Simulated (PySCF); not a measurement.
## From computed data to an observable: chemical shift, span and skew from a shielding tensor

C4H6BFO, SMILES O1CC=CCB1F. Atoms are numbered in the order given.

```xyz
13

F      0.0924     2.3449     0.0000
B      0.0134     1.0121     0.0000
C     -1.3832     0.2882     0.0000
C     -1.2249    -1.2083     0.0000
C     -0.0267    -1.8022     0.0000
C      1.2829    -1.0682     0.0000
O      1.1846     0.3472     0.0000
H     -1.9757     0.6258     0.8722
H     -1.9757     0.6258    -0.8722
H     -2.1270    -1.8300     0.0000
H      0.0533    -2.8945     0.0000
H      1.8807    -1.3632     0.8824
H      1.8807    -1.3632    -0.8824
```

Geometry optimised at B3LYP-D3(BJ)/def2-SVP. The structure was generated by enumeration, and PubChem lists no compound with its InChIKey, so it may never have been made. Other conformers were not sampled.

GIAO shieldings from PySCF with PBE/pcSseg-1, non-relativistic, no solvent. The symmetric part of the tensor of C3 has the principal values 144.5, 177.5, 179.4 ppm. The same nucleus in TMS has σ = 182.0 ppm at this level (PySCF, at its B3LYP-D3(BJ)/def2-TZVP geometry).

Q: Work out the isotropic shielding, the ¹³C shift against TMS, the span and the skew.

A: 
σ(iso) = (σ11 + σ22 + σ33)/3 = 167.1 ppm. δ = σ(ref) − σ(iso) = 182.0 − (167.1) = 14.9 ppm.
Span Ω = σ33 − σ11 = 34.9 ppm. Skew κ = 3(σ(iso) − σ22)/Ω = -0.89. Tumbling in solution averages the tensor to δ; in a static solid the shielding alone would spread this spin-1/2 line over Ω.
